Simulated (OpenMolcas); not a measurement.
**Cr4+: ligand-field states by method**

Cr4+ with 6 ligands (water) in octahedral coordination (Th) at 1.86 Å. Ligand basis ANO-RCC-VDZP.

```json
{
 "Program": "OpenMolcas 26.06",
 "Basis": "ANO-RCC-VTZP [6s5p3d2f1g]",
 "Scalar Hamiltonian": "DKH2, point nucleus",
 "Active space": "2 electrons in 5 orbitals (3d)",
 "State averaging": "2S+1 = 3 even, 10 roots; 2S+1 = 1 even, 15 roots",
 "Spin-orbit coupling": "RASSI with atomic mean-field integrals over the reference wave functions"
}
```

I. CASSCF
II. SS-CASPT2, IPEA 0.25 Eh, imaginary shift 0.1 Eh (closed shells correlated: 3s 3p and the ligand valence shells)

Spin-free states (labels of O, taken over from Oh, the nearest higher group) in cm-1, each column counted from its own energy of the first state listed:

```json
{"State": "3T1", "Degeneracy": "3", "I": "0", "II": "0"}
{"State": "1T2", "Degeneracy": "3", "I": "14802", "II": "9930"}
{"State": "1E", "Degeneracy": "2", "I": "15386", "II": "10170"}
{"State": "3T2", "Degeneracy": "3", "I": "21149", "II": "25030"}
{"State": "1A1", "Degeneracy": "1", "I": "32020", "II": "23520"}
{"State": "3T1", "Degeneracy": "3", "I": "34538", "II": "34570"}
{"State": "1T2", "Degeneracy": "3", "I": "36904", "II": "34040"}
{"State": "1T1", "Degeneracy": "3", "I": "40654", "II": "38750"}
{"State": "3A2", "Degeneracy": "1", "I": "44276", "II": "51570"}
{"State": "1E", "Degeneracy": "2", "I": "59792", "II": "61490"}
{"State": "1A1", "Degeneracy": "1", "I": "79044", "II": "74830"}
```

From I to II, I's first state of the same spin (3T2) moves from 21149 to 25030 cm-1, by about +3900 cm-1.

From I to II, I's first state of another spin (1T2) moves from 14802 to 9930 cm-1, by about -4900 cm-1.

I: A least-squares ligand-field fit to the states below 45000 cm-1, each weighted by its degeneracy and with a free common offset, gives 10Dq = 22592 cm-1, B = 1023 cm-1 and C = 3832 cm-1 (C/B = 3.74), with an rms deviation of 359 cm-1. 

II: A least-squares ligand-field fit to the states below 45000 cm-1, each weighted by its degeneracy and with a free common offset, gives 10Dq = 25569 cm-1, B = 807 cm-1 and C = 2182 cm-1 (C/B = 2.70), with an rms deviation of 680 cm-1. The same method and metal basis give the free ion B = 1127 cm-1 (fit to its terms below 60000 cm-1, rms deviation 686 cm-1), so the nephelauxetic ratio is β = 807 / 1127 = 0.72; it hangs on how both fits weigh the states, and computed free-ion B values tend to be too large, so β mixes covalency with correlation.

From I to II, 10Dq changes by +13 %, B by -21 % and C by -43 %.

χT at 300 K: I 0.74, II 0.74 cm3 K/mol.

Roots that are degenerate in the reference are averaged as groups; the widest CASPT2 spread within a group is 480 cm-1 (the 3-fold group of multiplicity 1 near 34000 cm-1 above the lowest state of its run, II). Shifts and gaps below about the spread of the groups concerned are not significant. Over all roots computed the reference weight is 0.68 to 0.70 in II; a low but even weight reflects the number of correlated electrons. An orbital triplet at a regular site is open to Jahn-Teller coupling, which can distort the site and quench the lowest spin-orbit gaps and is left out. The least metal-like active orbital is 82 % on the metal (Löwdin) and no ligand orbital is active, so the numbers are rough. Ligand-to-metal charge-transfer states are missing. With no ligand orbital active B as a rule stays too high, so bands that hang on it stand too high and its fall with covalency is understated. Without dynamic correlation the repulsion within the d shell is too large (B by tens of per cent), so at a given field states of lower spin stand too high (holds for I). With metal d orbitals alone the field can be off either way by tens of per cent (holds for I). With one d shell and no ligand orbital active, 10Dq can be off by a tenth or more (holds for II). The distance lies 3 % under the 1.91 Å that this model takes as the normal distance (a Shannon-type radius plus a fixed donor radius); by an R⁻⁵ law this alone changes a d-shell field by about +14 %. No measured value stands beside these numbers; the geometry was imposed, not optimised, and the real ion may take another.
